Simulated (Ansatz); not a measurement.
Isolated molecules relaxed with PBE0-D4/def2-TZVP in Ansatz; ΔE leaves out vibrations. CCSD(T)/CBS adds triple-zeta CCSD(T) − MP2 to the extrapolated MP2 energy (def2 sets, frozen cores). This one scheme is used for every species. def2 core potentials past Kr. For In outer-core shells are correlated without core-valence functions, which leaves a few kJ/mol of doubt a bond. One conformer a species, not always the lowest.

Reaction (hydrogenolysis of the In–C bond): `C=[C](F)[InH][CH3]` + H₂ → `C=[C](F)[InH2]` + CH₄

| species | HF/CBS(def2) energy (Eh) |
| --- | --- |
| `C=[C](F)[InH][CH3]` | -405.78822 |
| H₂ | -1.13356 |
| `C=[C](F)[InH2]` | -366.73078 |
| CH₄ | -40.21695 |

Question: Work out ΔE.

Answer: ΔE = (-366.73078) + (-40.21695) − (-405.78822) − (-1.13356) = -0.02595 Eh = -0.71 eV. CCSD(T)/CBS gives -0.39 eV.

Question: What do rigid-rotor, harmonic-oscillator terms from PBE0-D4/def2-TZVP frequencies (298.15 K, 1 bar) make of the CCSD(T)/CBS value? (Estimate.)

Answer: Ansatz gave: ΔZPE = +0.14 eV, ΔH = -0.29 eV, ΔS = -5 J/(mol·K), ΔG = -0.28 eV. Modes under 50 cm⁻¹ make the entropy rough.

Largest T1 diagnostic among the species: 0.014.

Leaving LDA and LC-ωPBE aside and taking each functional with its dispersion term where it has one, the values, not all of them listed here, spread over 0.21 eV, from B97M-V to revPBE-D4. From r2SCAN to r2SCAN0 (25 % exact exchange), in def2-TZVPP and without D4, ΔE moves by −0.04 eV.
